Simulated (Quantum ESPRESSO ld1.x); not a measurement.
The silver ion Ag3+, 44 electrons, occupied as [Kr] 4d7 4f1 (not the ground configuration). All-electron calculation, non-relativistic Kohn-Sham, LDA (Slater exchange, Perdew-Zunger correlation), spin-polarised, spherical densities, point nucleus; open shells are filled with parallel spins first; relativity is left out, which matters for an element this heavy. Program: ld1.x of Quantum ESPRESSO 7.5.

Normalised radial functions P(r) = r R(r), r in bohr:

r,4p up,4p down,5s down
0.004029,0.0073,0.0073,0.0515
0.005417,0.0127,0.0127,0.0646
0.007283,0.0220,0.0220,0.0789
0.009792,0.0375,0.0375,0.0928
0.01317,0.0625,0.0626,0.1032
0.0177,0.1014,0.1016,0.1050
0.0238,0.1583,0.1585,0.0913
0.032,0.2344,0.2346,0.0549
0.04302,0.3218,0.3222,-0.0078
0.05784,0.3956,0.3960,-0.0885
0.07776,0.4069,0.4074,-0.1589
0.1045,0.2926,0.2928,-0.1707
0.1406,0.0164,0.0162,-0.0806
0.189,-0.3570,-0.3577,0.0973
0.2541,-0.6185,-0.6192,0.2497
0.3416,-0.5069,-0.5066,0.2149
0.4593,0.0492,0.0512,-0.0525
0.6125,0.7415,0.7441,-0.3466
0.8235,1.1410,1.1410,-0.3689
1.107,1.0081,1.0064,0.0015
1.489,0.5795,0.5794,0.5088
2.001,0.2140,0.2154,0.7738
2.691,0.0466,0.0475,0.6479
3.618,0.0052,0.0054,0.3294
4.864,0.0002,0.0003,0.0954
6.539,0.0000,0.0000,0.0135
8.792,0.0000,0.0000,0.0007
11.82,0.0000,0.0000,0.0000

4p up: eigenvalue -104.29 eV, 2 radial nodes at r = 0.143, 0.450 bohr, <r> = 0.989 bohr, 90 % of the charge inside 1.45 bohr. 4p down: eigenvalue -101.83 eV, 2 radial nodes at r = 0.142, 0.449 bohr, <r> = 0.989 bohr, 90 % of the charge inside 1.45 bohr. 5s down (empty): eigenvalue -33.517 eV, 4 radial nodes at r = 0.0417, 0.162, 0.438, 1.11 bohr, <r> = 2.31 bohr, 90 % of the charge inside 3.31 bohr.
